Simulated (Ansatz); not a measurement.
Molecule: trihydroxysilane, sum formula H₄SiO₃, net charge 0, singlet state. 
Coordinates optimised at B3LYP-D3(BJ)/def2-TZVP (Ansatz, a program for electronic structure):
```xyz
8

O      0.4966     1.5128    -0.0600
Si    -0.1600     0.0575     0.2913
O      0.9302    -1.1724     0.3848
O     -1.1860    -0.3739    -0.9101
H      0.8173     1.6628    -0.9537
H     -0.8291     0.2598     1.5841
H      1.5897    -1.1489     1.0823
H     -1.2646    -1.3107    -1.1072
```

Basis-set convergence of Hartree-Fock and MP2 correlation energies (hartree) with Ansatz. Correlated levels leave the core frozen unless marked. Spin-orbit coupling is left out. Non-relativistic.

```csv
basis,functions,E(HF),"E(corr, MP2)"
cc-pV(D+d)Z,85,-516.01701,-0.65944
cc-pV(T+d)Z,185,-516.13104,-0.84611
cc-pV(Q+d)Z,349,-516.15557,-0.91499
```

Extrapolating the two largest sets (X = 3 and 4) as X^-3: E(corr) = (64·(-0.91499) - 27·(-0.84611))/37 = -0.9653 Eh, an estimate of the basis-set limit. The largest set recovers 94.8 % of it, the smallest 68.3 %.
